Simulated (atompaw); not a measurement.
**u(r) = r·R(r): atom against pseudo-atom (Be)**

Columns: radius, all-electron u(r) and pseudo u(r) of the 1s shell (level -105.28 eV) of beryllium in the configuration 1s2 2s1.75 2p0.25; LDA (PW92), non-relativistic, PAW (atompaw) scheme, atompaw 4.2.0.5.

| r (bohr) | all-electron | pseudo |
| --- | --- | --- |
| 0.115 | 1.0588 | 0.8454 |
| 0.231 | 1.3647 | 1.3043 |
| 0.346 | 1.3352 | 1.3344 |
| 0.462 | 1.1735 | 1.1735 |
| 0.577 | 0.9769 | 0.9769 |
| 0.692 | 0.7864 | 0.7864 |
| 0.808 | 0.6180 | 0.6180 |
| 0.923 | 0.4792 | 0.4792 |
| 1.038 | 0.3676 | 0.3676 |
| 1.154 | 0.2790 | 0.2790 |
| 1.269 | 0.2110 | 0.2110 |
| 1.385 | 0.1584 | 0.1584 |
| 1.500 | 0.1187 | 0.1187 |
| 1.615 | 0.0887 | 0.0887 |
| 1.731 | 0.0659 | 0.0659 |
| 1.846 | 0.0489 | 0.0489 |
| 1.962 | 0.0362 | 0.0362 |
| 2.077 | 0.0268 | 0.0268 |
| 2.192 | 0.0198 | 0.0198 |
| 2.308 | 0.0146 | 0.0146 |
| 2.423 | 0.0107 | 0.0107 |
| 2.538 | 0.0079 | 0.0079 |
| 2.654 | 0.0058 | 0.0058 |
| 2.769 | 0.0043 | 0.0043 |
| 2.885 | 0.0031 | 0.0031 |
| 3.000 | 0.0023 | 0.0023 |

How many radial nodes do the two functions have?

The all-electron 1s function has n − l − 1 = 0; the pseudo-wave has 0.

At about which radius was the pseudo-wave matched?

0.45 bohr, where the columns begin to agree (steps of 0.12 bohr).

Where does each function peak?

Outermost all-electron maximum near 0.23 bohr, pseudo maximum near 0.35 bohr (to the table’s step).

Is the pseudo-wave norm-conserving?

No, it belongs to a PAW set: the norm inside the radius is not constrained, and the difference is carried by the augmentation charge.
